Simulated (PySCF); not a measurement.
C3H10FNSi, SMILES CC(C)(F)[SiH2]N.

Geometry optimised at B3LYP-D3(BJ)/def2-SVP. The structure was generated by enumeration, and PubChem lists no compound with its InChIKey, so it may never have been made. The values are those of a single conformer.

Two levels are set side by side: PBE/def2-TZVP (PySCF) and M06-2X/def2-TZVP (PySCF). Same geometry, gas phase. Differences are taken from unrounded values.

| quantity | PBE |
|---|---|
| orbital gap (eV) | 5.43 |
| highest occupied level (eV) | -5.79 |
| lowest empty level (eV) | -0.36 |
| dipole moment (D) | 1.61 |
| mean polarisability (bohr³) | 74.5 |

### Question
These are the PBE values. What does M06-2X give? (Estimate from the structure and the level; the computed values follow.)

### Answer

```
quantity                     M06-2X  PBE minus M06-2X
---------------------------  ------  ----------------
orbital gap (eV)               9.62             -4.19
highest occupied level (eV)   -8.49              2.70
lowest empty level (eV)        1.13             -1.49
dipole moment (D)              1.72             -0.11
mean polarisability (bohr³)    70.4               4.1
```

PBE's occupied levels lie high since its potential decays too fast outside the molecule; exact exchange lowers them and widens the gap. Loosely held outer electrons make PBE densities more polarisable. Differences between two approximate levels are no errors against the true value.

Rough cost on one machine, each run with all the roots and properties that it gave: M06-2X against PBE about 4 times.
